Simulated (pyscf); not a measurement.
Structures and frequencies: ωB97X-D3(BJ)/def2-SVP in PySCF. Correlated levels are frozen-core, on RHF or UHF. ΔMP2 is the change of the MP2 total energy from the triple- to the quadruple-zeta basis.

Problem. Estimate the classical barrier height and the reaction energy of H₂C=C=C(F)–F (SMILES C=C=C(F)F) → :HC–CH=C(F)–F (SMILES [CH]C=C(F)F) [singlet] at CCSD(T)/def2-TZVPP + ΔMP2(QZVPP). The step runs on the singlet surface, breaks C–H and forms C–H; take the reactant's lowest minimum found as zero.

Solution. ΔE‡ = 311.5 kJ/mol, ΔE = +197.7 kJ/mol. Zero-point energy shifts the barrier by -14.7 kJ/mol. It is a hydrogen shift, with an imaginary mode of 755i cm⁻¹. One saddle was located; it need not be the lowest between these sides. A restricted singlet here is unstable towards spin polarisation, as is usual where a triplet lies low; its energy is less safe. The CCSD(T) − MP2 part came from Ansatz, without density fitting, on the same reference.
